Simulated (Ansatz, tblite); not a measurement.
Cost and result up the ladder for Cu₅Se₅⁻ (10 atoms). Total charge -1; singlet. Geometry: PBE-D4/def2-SVP.

```xyz
10

Cu    0.478   -2.036   -0.211
Cu   -0.501   -0.773    1.579
Cu    1.611    0.201    0.440
Cu   -1.109    1.324    0.305
Cu    0.079    0.115   -1.529
Se    0.064    3.256   -0.019
Se   -2.529   -0.526    0.447
Se    1.670    1.813   -1.265
Se    1.647   -1.696    1.826
Se   -1.409   -1.678   -1.573
```

Ansatz on 6 threads of Arm Neoverse V1 on a shared host; xTB runs through tblite on one thread. Times are rough, summed over both states, and most runs start from the orbitals of an earlier one. No level here is sound enough to serve as a yardstick. The other state is a triplet.

The xTB rows come from tblite. The structure comes from a short search, and lower isomers may exist.

xTB has no spin-polarisation term.

```
             level  functions  vertical triplet (eV)                    remarks
   PBE-D4/def2-SVP        315                   1.33  HOMO above zero (triplet)
          GFN2-xTB         90                   1.60                          –
r2SCAN-D4/def2-SVP        315                   1.37  HOMO above zero (triplet)
          GFN1-xTB         90                   2.16                          –
```

Question: Estimate how long each takes.

Answer: GFN1-xTB 0.052 s; GFN2-xTB 0.075 s; PBE-D4/def2-SVP 45 s; r2SCAN-D4/def2-SVP 1.8 min. On shared hardware such times vary by a factor of up to 3.
